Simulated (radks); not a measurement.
Valence configurations of neutral gold (all share [Xe]). All-electron calculation, scalar-relativistic Kohn-Sham, PBE, spin-unpolarised, spherical densities, finite nucleus; Fermi nuclear charge, rms radius 5.4371 fm. Program: a radial shooting solver on a logarithmic mesh with Libxc functionals. Energies are relative to 4f14 5d10 6s1; eigenvalues in eV.

valence,E (eV),e(4f),e(5d),e(6p),e(6s)
4f14 5d10 6s1,0.000,-81.132,-6.880,-,-5.757
4f14 5d9 6s2,1.702,-84.175,-8.954,-,-6.658
4f14 5d9.5 6s1 6p0.5,3.395,-83.753,-9.009,-1.507,-7.032
4f14 5d10 6p1,5.242,-83.292,-9.005,-1.820,-
4f14 5d9 6s1 6p1,7.499,-86.292,-10.994,-2.091,-8.138
4f14 5d8 6s1 6p2,17.782,-91.367,-14.806,-3.147,-10.115
4f13.5 5d10 6s1.5,39.374,-88.236,-8.373,-,-6.193
4f13 5d10 6s2,82.142,-95.624,-10.013,-,-6.669
4f13 5d9 6s1 6p2,99.557,-103.11,-16.166,-3.152,-10.248
4f12 5d10 6s2 6p1,184.88,-113.35,-15.763,-2.379,-9.180

NIST lists [Xe] 4f14 5d10 6s1 as the ground configuration; this level of theory agrees among the configurations tried. The energies are those of spherical spin-averaged densities, not of single terms.
